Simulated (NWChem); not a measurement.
CH$_{4}$BeOS; SMILES C[O][Be][SH]

```xyz
8

Be     0.0220    -0.1215    -0.0021
O      0.0187     1.2689    -0.0049
C      0.0138     2.6425     0.0034
H      0.3250     3.0376     0.9866
H      0.7044     3.0480    -0.7569
H     -0.9941     3.0378    -0.2142
S      0.0584    -2.0323     0.0007
H     -1.2911    -2.1268     0.0006
```
Atoms are numbered in this order, from 1.

Program: NWChem. All runs use the structure optimised with PBE0/def2-SVP. LC-ωPBE (HJS hole) with def2-SVP; x = 1 − exp(−ω/0.25 bohr⁻¹) is a scale chosen for this fit.

| row | x | −ε(HOMO) (eV) |
|---|---|---|
| ω = 0.10 | 0.330 | 7.31 |
| ω = 0.25 | 0.632 | 8.93 |
| ω = 0.35 | 0.753 | 9.62 |
| ω = 0.40 | 0.798 | 9.88 |
| ω = 0.80 | 0.959 | withheld |

Fit a straight line of the last column on the one before it, predict the withheld value, and compare with the run.


1. Means of the 4 shown rows: x = 0.6282, y = 8.935. Slope Σ(x − x̄)(y − ȳ)/Σ(x − x̄)² = 0.7305/0.1333 = 5.478; intercept 5.493.
2. The shown rows scatter about the line by 0.016 (root mean square); the largest residual is -0.03, at ω = 0.25.
3. At x = 0.959 (ω = 0.80; beyond the shown range) the line gives 10.75.
4. The run gives 10.81, +0.06 from the line.
